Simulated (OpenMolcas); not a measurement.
Tm3+ among 6 point charges of -0.5 e arranged as a trigonal antiprism (D3d), 3.16 Å from the ion, with a polar angle of 50.4° against the regular 54.74°.
```
   0.0000    2.4333    2.0161  -0.50
  -2.1073   -1.2167    2.0161  -0.50
   2.1073   -1.2167    2.0161  -0.50
   0.0000   -2.4333   -2.0161  -0.50
   2.1073    1.2167   -2.0161  -0.50
  -2.1073    1.2167   -2.0161  -0.50
```

```json
{
  "Program": "OpenMolcas 26.06",
  "Method": "SS-CASPT2, IPEA 0.25 Eh, imaginary shift 0.1 Eh (closed shells correlated: 5s 5p)",
  "Basis": "ANO-RCC-VDZP [7s6p4d2f1g]",
  "Scalar Hamiltonian": "DKH2, point nucleus",
  "Active space": "12 electrons in 7 orbitals (4f)",
  "State averaging": "2S+1 = 3 even, 21 roots; 2S+1 = 1 even, 27 roots kept (CI in the orbitals of an earlier block)",
  "Spin-orbit coupling": "RASSI with atomic mean-field integrals over the reference wave functions"
}
```

Question: What is the spin-free ground state (labels of D3, the rotations of D3d)?

Answer: 3E, 2-fold in its orbital part, 100 % from free-ion H terms; it has the highest spin that f12 allows.

Question: Where is the first state of the same spin?

Answer: 3A2 at 35.1 cm-1 above the ground state.

Question: What are the lowest two levels with spin-orbit coupling?

Answer: A 1-fold level A1, then a 2-fold level E 12 cm-1 above it. Their leading multiplicities are 3 (99 %) and 3 (99 %).

Question: What is χT at 300 K, and how does it compare with the textbook value?

Answer: Hund's rules give f12 the level 3H6 with g = 1.167, so an isolated free-ion multiplet has χT = g² J(J+1) / 8 = 7.146 cm3 K/mol. The computed 7.134 at 300 K differs by 0 %, through the field's splitting, the mixing of terms and any other multiplet in reach.

Roots that are degenerate in the reference are averaged as groups; the widest CASPT2 spread within a group is 66 cm-1 (the 2-fold group of multiplicity 3 near 6610 cm-1 above the lowest state of its run). Shifts and gaps below about the spread of the groups concerned are not significant. This is an electrostatic model: the charges have no orbitals. An unlabelled pair can be two single states that coincide in this model. The first state left out of the spin-orbit step lies near 83000 cm-1 above the lowest spin-free state of the reference (among the parities and spins computed), and the lists stop at four fifths of that energy or lower. No measured value stands beside these numbers.
